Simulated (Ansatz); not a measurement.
CH6AlO4Si, doublet, at a GFN2-xTB geometry (such geometries of metal compounds can be far from the true shape) (the spin is typed, not shown lowest); CCSD(T)/STO-3G run with Ansatz (a quantum-chemistry and plane-wave program).

Here is a job for Ansatz.
Ansatz 0.2 input:
```yaml
crystal:
  periodic: [false, false, false]
  atoms:
    - {symbol: Al, position_ang: [-0.85592216, 1.61403498, 1.17226343]}
    - {symbol: C, position_ang: [-2.88406648, 1.74480945, 1.23865118]}
    - {symbol: H, position_ang: [-3.34457240, 0.87286602, 1.71066228]}
    - {symbol: H, position_ang: [-3.32937802, 1.84784851, 0.24558581]}
    - {symbol: H, position_ang: [-3.17115948, 2.62297550, 1.82100228]}
    - {symbol: O, position_ang: [0.00993492, 0.45099276, 0.32701131]}
    - {symbol: Si, position_ang: [0.76737054, -0.73001050, -0.52437645]}
    - {symbol: O, position_ang: [0.59260543, -2.15006435, 0.23393206]}
    - {symbol: O, position_ang: [2.34454825, -0.38811200, -0.65596802]}
    - {symbol: O, position_ang: [0.12888056, -0.84249895, -2.00810498]}
    - {symbol: H, position_ang: [-0.26408299, -2.56548399, 0.22179979]}
    - {symbol: H, position_ang: [2.88446748, -0.42705085, 0.12756985]}
    - {symbol: H, position_ang: [0.30517176, -0.14485963, -2.63164443]}
basis:
  gaussian:
    orbitals: STO-3G
magnetization: {spin_polarized: true, initial_magnetization: 1}
correlation: {method: ccsd_t}
```

Task: Predict the main parts of the log of this Ansatz run.

Result: 
```
Functional definition: HF
630 factors; integrals over basis functions are off by at most 6.9e-5 eV
mean field evaluation 1: about -23422.6906 eV, gradient 2.6e1 eV
mean field evaluation 2: about -23422.8455 eV, gradient 2.6e1 eV
mean field evaluation 4: about -23427.9980 eV, gradient 2.3e0 eV
mean field evaluation 8: about -23428.0950 eV, gradient 2.0e-3 eV
mean field evaluation 16: about -23427.8111 eV, gradient 2.3e0 eV
mean field -23428.09170831 eV, -860.9664901495 hartree, gradient 2.1e-6 eV, S^2 0.759677; 0 other end points of the search recorded, 0 dependent functions left out
15 core orbitals not correlated
reference -23428.09170831 eV, -860.9664901495 hartree; 21, 20 occupied and 13, 14 virtual orbitals, 630 factors
second order -6.28154859 eV of doubles, -0.00000000 eV of singles
cycle   1  -7.14458394 eV  change   -8.6e-1 eV  update   1.1e-1
cycle   2  -7.64202019 eV  change   -5.0e-1 eV  update   3.8e-2
cycle   3  -7.79777328 eV  change   -1.6e-1 eV  update   2.1e-2
cycle   4  -7.80429531 eV  change   -6.5e-3 eV  update   6.4e-3
cycle   5  -7.80282406 eV  change    1.5e-3 eV  update   3.0e-3
cycle   6  -7.80243267 eV  change    3.9e-4 eV  update   1.3e-3
cycle   7  -7.80248217 eV  change   -4.9e-5 eV  update   5.3e-4
cycle   8  -7.80262015 eV  change   -1.4e-4 eV  update   2.5e-4
cycle   9  -7.80272917 eV  change   -1.1e-4 eV  update   9.6e-5
cycle  10  -7.80273702 eV  change   -7.9e-6 eV  update   4.4e-5
perturbative correction -0.24896671 eV, -0.0091493579 hartree
Total energy: -23436.14341204 eV, -861.2623848040 hartree
```
